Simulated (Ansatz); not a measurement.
Consider the formal exchange of groups at a C–O bond: `O=C(O)O` + BH₃ → `BC(=O)O` + H₂O.

Calculated with Ansatz (gas phase, PBE0-D4/def2-TZVP geometries, no zero-point term in ΔE). CCSD(T)/CBS adds triple-zeta CCSD(T) − MP2 to the extrapolated MP2 energy (def2 sets, frozen cores). This one scheme is used for every species. Each species was taken in one conformer, which may not be the lowest.

```csv
species,MP2/CBS(def2) energy (Eh)
`O=C(O)O`,-264.76101
BH₃,-26.52763
`BC(=O)O`,-214.92802
H₂O,-76.36589
```

(1) Work out ΔE.

Largest T1 diagnostic among the species: 0.019.

Answers

(1) ΔE = (-214.92802) + (-76.36589) − (-264.76101) − (-26.52763) = -0.00527 Eh = -13.8 kJ/mol. CCSD(T)/CBS gives -13.1 kJ/mol.

In def2-TZVPP, CCSD(T) changes the Hartree–Fock value by −27.3 kJ/mol (the triples alone add −3.6 kJ/mol) and MP2 by −28.1 kJ/mol. Leaving LDA and LC-ωPBE aside and taking each functional with its dispersion term where it has one, the values, not all of them listed here, spread over 21.5 kJ/mol, from BLYP-D4 to BHLYP-D4. LDA lies +5.2 kJ/mol from PBE without D4.
